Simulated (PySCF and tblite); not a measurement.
Results of a calculation; reference values are marked as such.
4 constitutional isomers of C7H8:

| isomer | SMILES |
| --- | --- |
| A | [CH3:1][c:2]1[cH:3][cH:4][cH:5][cH:6][cH:7]1 |
| B | [CH2:1]=[CH:2][C:3]([CH3:4])=[C:5]1[CH:6]=[CH:7]1 |
| C | [CH3:1][CH:2]=[C:3]1[CH:4]=[CH:5][CH:6]=[CH:7]1 |
| D | [CH2:1]=[C:2]1[CH:3]=[CH:4][CH:5]=[C:6]1[CH3:7] |

Each isomer is a Boltzmann average at 298.15 K over at most 6 conformers: GFN2-xTB geometries, energies PBE0/def2-SVP (IEF-PCM, chloroform) (D3(BJ) added where defined), GFN2-xTB thermal terms. Programs: PySCF with density fitting and tblite.

**Question.** Rank the isomers by free energy at 298.15 K.

**Answer.** 
| isomer | ΔG (kcal/mol) | ΔE, lowest conformer | conformers | largest weight % | rms dipole (D) |
| --- | --- | --- | --- | --- | --- |
| A | 0.0 | 0.0 | 1 | 100 | 0.52 |
| C | 33.9 | 34.7 | 1 | 100 | 2.08 |
| D | 35.0 | 35.9 | 1 | 100 | 1.14 |
| B | 87.7 | 91.2 | 2 | 99 | 3.56 |

At least one structure keeps an imaginary mode at the tight-binding level.
